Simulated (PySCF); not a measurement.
AlFH4O2SSi, SMILES [OH][Al]([OH])[S][SiH2]F.

Geometry optimised at B3LYP-D3(BJ)/def2-SVP. The structure was generated by enumeration; whether it is a known compound was not checked. Other conformers were not sampled.

Two levels are set side by side: TDDFT-PBE/def2-SVPD (PySCF) and TDDFT-LC-ωPBE/def2-SVPD (PySCF). Vertical, same geometry. The lowest singlet is HOMO→LUMO 100 % with PBE and HOMO→LUMO 92 % with the other functional; states are paired by order. Differences are taken from unrounded values.

```
quantity                              TDDFT-LC-ωPBE  TDDFT-PBE  TDDFT-PBE minus TDDFT-LC-ωPBE
------------------------------------  -------------  ---------  -----------------------------
lowest singlet excitation (eV)                 5.81       4.59                          -1.21
lowest triplet excitation (TDA) (eV)           5.52       4.42                          -1.10
```

A lower first singlet is the usual sign of a functional without exact exchange. Differences between two approximate levels are no errors against the true value.

Rough cost on one machine, each run with all the roots and properties that it gave: TDDFT-LC-ωPBE against TDDFT-PBE about 7 times.
